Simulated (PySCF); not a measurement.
# Er (erbium, neutral) across methods

[Xe] 4f12 6s2, one real determinant. All numbers are calculated (PySCF 2.14, the spin-free X2C one-electron Hamiltonian (Gaussian nucleus), in cc-pVDZ-X2C (8s7p5d3f1g, 84 functions)).

```tsv
method	E (hartree)	mean ε 4f β (eV)	mean ε 6s α (eV)	mean ε 6s β (eV)	Σ⟨r²⟩ (bohr²)	⟨S²⟩
UHF	-13081.12027	-12.057	-5.244	-5.194	79.80	2.003
LDA	-13076.89	-1.991	-4.047	-3.997	74.10	2.002
PBE0	-13085.64	-4.439	-4.389	-4.340	75.59	2.002
PBE	-13085.84	-1.879	-3.900	-3.849	75.09	2.003
r2SCAN	-13086.00	-2.549	-4.082	-4.040	77.15	2.090
```

⟨L²⟩ = 24.02 against 30 for a pure H term, so this real determinant mixes terms. Spin-orbit coupling, absent here, splits the open shell strongly.
